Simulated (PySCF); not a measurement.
C2H10OSi3, SMILES C([Si@H]([SiH3])C[SiH3])=O.

Geometry optimised at B3LYP-D3(BJ)/def2-SVP. The structure was generated by enumeration; whether it is a known compound was not checked. One conformer was computed; it need not be the lowest.

Method: HF/def2-TZVP run with PySCF.

Task: Estimate the frontier levels, gap, dipole moment. (The exact figures need the calculation; the answer reports its results.)

Result: 
| Item | Value |
|---|---|
| highest occupied level | -10.37 eV |
| lowest empty level | 2.16 eV |
| orbital gap | 12.53 eV |
| dipole moment | 2.02 D |
| quadrupole, principal values (traceless, Buckingham form, about the centre of nuclear charge) | -12.56, 4.95, 7.61 D·Å |
